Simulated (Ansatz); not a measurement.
Frontier orbitals of CH5ClFNSi2.

```xyz
11

F    -0.894    1.404    1.574
C    -1.533    0.699    0.561
Si   -0.305    0.260   -0.807
N     0.997   -0.726   -0.207
Si    2.617   -0.192   -0.009
Cl    3.433   -1.941    0.835
H    -1.985   -0.197    1.001
H    -2.348    1.319    0.168
H    -1.068   -0.454   -1.865
H     0.767   -1.668    0.090
H     0.318    1.495   -1.341
```

Charge 0, multiplicity 1. The bonds changed during the relaxation, so this is another structure than the one it started from. The structure was optimised at the PBE0-D4/def2-TZVP level. It is one conformer, not always the lowest. Basis def2-TZVPP, Ansatz.

Orbital energies of one run (eV). Highest occupied ones, from the top: -6.07, -6.90, -7.69, -7.81, -8.24, -8.37, -8.74, -9.47, -10.38, -11.22, -11.93, -12.23, -13.00, -13.69. Empty: -2.50, -0.80, -0.22, 0.10, 0.17, 0.90.

Which functional gave them?
A. CAM-B3LYP
B. revPBE
C. LC-ωPBE
D. B97M-V

B. HOMO energies: revPBE -6.07, CAM-B3LYP -8.51, B97M-V -6.44, LC-ωPBE -9.80 eV.

LC-ωPBE has ω = 0.4 bohr⁻¹.
